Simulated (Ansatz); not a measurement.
Calculated with Ansatz (gas phase, PBE0-D4/def2-TZVP geometries, no zero-point term in ΔE). CCSD(T)/CBS is the MP2 limit (def2-TZVPP, def2-QZVPP) plus CCSD(T) − MP2 in def2-TZVPP, frozen cores. This one scheme is used for every species. Functionals use def2-TZVPP. Open shells (•) are unrestricted, without spin–orbit coupling. Each species was taken in one conformer, which may not be the lowest.

Consider the homolysis of the O–Si bond: `N[SiH2]N[SiH](N)O` → `[OH]`• + `N[SiH]N[SiH2]N`•.

`N[SiH2]N[SiH](N)O`:

Z-matrix (Å, degrees):
```
Si
N 1 1.714
N 1 1.738 2 108.0
H 1 1.490 2 106.5 3 124.1
H 1 1.487 2 115.3 3 -114.9
Si 2 1.732 1 127.8 3 48.0
H 2 1.010 1 116.3 3 -137.4
H 3 1.010 1 117.2 2 -151.7
H 3 1.010 1 118.6 2 72.5
N 6 1.709 2 106.9 1 -145.6
O 6 1.637 2 105.4 1 -18.6
H 6 1.483 2 115.2 1 99.2
H 10 1.008 6 121.2 2 59.1
H 10 1.007 6 119.2 2 -155.5
H 11 0.972 6 114.5 2 -13.7
```

`[OH]`•:

```xyz
2

O     0.364    0.133    0.294
H    -0.364   -0.133   -0.294
```

`N[SiH]N[SiH2]N`•:

Z-matrix (Å, degrees):
```
Si
N 1 1.729
N 1 1.722 2 110.6
H 1 1.492 2 114.3 3 -117.8
H 1 1.485 2 104.2 3 122.8
H 2 1.009 1 119.1 3 68.0
H 2 1.009 1 117.6 3 -154.3
Si 3 1.733 1 127.6 2 55.2
H 3 1.009 1 115.6 2 -118.0
N 8 1.715 3 104.7 1 -6.1
H 8 1.504 3 113.7 1 109.2
H 10 1.006 8 121.5 3 163.0
H 10 1.010 8 119.4 3 -45.7
```

**Question.** What is ΔE at CCSD(T)/CBS? (An estimate is asked.)

**Answer.** Ansatz gave: +585.6 kJ/mol.

**Question.** What do these levels give: PBE0-D4, PBE, SCS-MP2/def2-QZVPP, HF/CBS(def2), MP2/CBS(def2), CCSD/CBS(def2)? (Estimate.)

**Answer.** Ansatz gave: PBE0-D4 556.2, PBE 556.0, SCS-MP2/def2-QZVPP 597.5, HF/CBS(def2) 438.2, MP2/CBS(def2) 617.0, CCSD/CBS(def2) 576.1 kJ/mol.

Largest T1 diagnostic among the species: 0.013.

The D4 term adds +5.9 kJ/mol with B3LYP and +3.3 kJ/mol with PBE0; it sums over pairs of atoms, weighted by their polarisabilities, and B3LYP, whose exchange is more repulsive, gets the larger term. From PBE to PBE0 (25 % exact exchange), in def2-TZVPP and without D4, ΔE moves by −3.2 kJ/mol: exact exchange takes away binding that semilocal exchange gives to molecules.

B3LYP here is the variant with VWN-RPA as its local correlation; programs differ in this.
